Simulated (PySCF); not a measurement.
**Radial density of Mn⁺ (manganese, charge +1)**

B3LYP, [Ar] 3d5 4s1, high-spin 7S determinant. Computed with PySCF 2.14 in cc-pVTZ (7s6p4d2f1g, 68 functions), with the non-relativistic Hamiltonian (point nucleus).

```csv
r (bohr),4πr²ρ (e/bohr),4πr²(ρα − ρβ)
0.00108,0.1474,0.0001
0.00182,0.4019,0.0002
0.00306,1.069,0.0005
0.00515,2.724,0.0014
0.00867,6.466,0.0033
0.0146,13.63,0.0068
0.0245,23.60,0.0109
0.0413,29.84,0.0109
0.0694,25.53,0.0073
0.117,24.58,0.0534
0.196,33.08,0.3229
0.330,18.93,1.4020
0.555,12.68,3.6970
0.934,12.79,3.9123
1.57,3.345,1.8750
2.64,0.7442,0.7133
4.45,0.09682,0.0968
7.48,0.001280,0.0013
```
